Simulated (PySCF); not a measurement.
Species: sum formula H7Si3O2, net charge -1, singlet state. It need not be the lowest isomer of its formula. Whether it binds its extra electron was not tested at this geometry. 
Structure (B3LYP-D3(BJ)/def2-TZVP (Ansatz) minimum search):
```xyz
12

Si    -0.0124    -1.3972    -0.6387
O      1.4448    -0.6241    -0.0380
Si     1.9834     0.8670     0.2377
O     -1.1891    -0.6200     0.4311
Si    -2.0600     0.7171     0.2023
H     -0.2465    -0.3877    -1.8269
H      1.7852     1.7981    -0.9118
H      1.3655     1.5257     1.4265
H      3.4539     0.8385     0.5125
H     -2.8319     1.0451     1.4426
H     -1.2462     1.9235    -0.1219
H     -3.0789     0.5924    -0.8831
```
Charge -1, spin multiplicity 1.

Dispersion corrections to the total energy (kcal/mol) from the dftd3 and dftd4 libraries through PySCF: D3(BJ) without and D4 with the three-body term, each with the damping fitted for the functional named.

| functional | D3(BJ) | D4 |
|---|---|---|
| PW6B95 | -4.57 | … |
| BLYP | … | -19.01 |
| B2PLYP | -6.64 | -6.25 |
| BP86 | -12.93 | -12.36 |
| PBE | -7.15 | -8.88 |
| TPSSh | -8.83 | -10.88 |
| PBE0 | … | -7.63 |

What belongs in the gaps?


- PW6B95, D4: -7.06
- BLYP, D3(BJ): -15.92
- PBE0, D3(BJ): -6.59
